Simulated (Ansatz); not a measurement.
A nudged elastic band was laid between two geometries of CH$_{7}$AsBOSb (12 atoms, charge 0, multiplicity 1).

Level of theory: Ansatz 0.2.0, RKS PBE0/def2-SVP.

```json
{
 "movable images": "5",
 "climbing image": "yes",
 "spring": "5.0 eV/Å²",
 "optimiser": "fire",
 "start path": "through a guess of the saddle point",
 "force threshold": "0.03 eV/Å",
 "iteration limit": "41",
 "end points": "relaxed",
 "largest step": "0.5 Å"
}
```

Initial state:

```xyz
12
Properties=species:S:1:pos:R:3
B -0.744 2.178 1.785
As -1.125 0.342 1.190
C 0.211 -0.032 -0.223
O 0.119 -1.379 -0.559
Sb 1.015 -2.006 -2.253
H 0.401 2.541 1.918
H -1.647 2.870 2.187
H -2.382 0.529 0.363
H 0.030 0.649 -1.077
H 1.189 0.243 0.221
H 2.539 -2.380 -1.530
H 0.472 -3.610 -1.987
```

Final state:

```xyz
12
Properties=species:S:1:pos:R:3
B -0.748 2.180 1.786
As -1.119 0.343 1.190
C 0.215 -0.030 -0.226
O 0.120 -1.376 -0.562
Sb 1.015 -2.009 -2.254
H -1.655 2.867 2.189
H 0.395 2.548 1.923
H -2.378 0.521 0.364
H 0.034 0.652 -1.079
H 1.194 0.244 0.217
H 2.537 -2.386 -1.529
H 0.466 -3.610 -1.985
```

Which bonds break or form, and what moves?

No bond is made or broken. The dihedral H6–B1–As2–C3 goes from -41 to 149°. The two ends are copies of one structure, up to a mirror image or an exchange of like atoms.

Give the energies along the band, and the barrier.

The run ended unconverged. The highest image is number 4 of 0 to 6, 9.3 kcal/mol above the ends, which have the same energy within 2 meV. The band didn't meet its force threshold, so its energies are provisional: the largest band force was still 0.11 eV/Å, and over the last iterations the top stayed at 0.40 eV.

```csv
image,path coordinate (Å),energy (kcal/mol),dihedral H6–B1–As2–C3 (°)
0,0.00,0.0,-41
1,0.68,1.2,-23
2,1.38,4.5,0
3,2.11,8.5,31
4,2.87,9.3,64
5,3.86,4.2,109
6,4.85,0.0,149
```

The band took 41 iterations and roughly 40 core-minutes.

Run time: 21 min on 2 threads of Arm Neoverse V1, with other jobs on the host, peak memory 0.46 GiB.
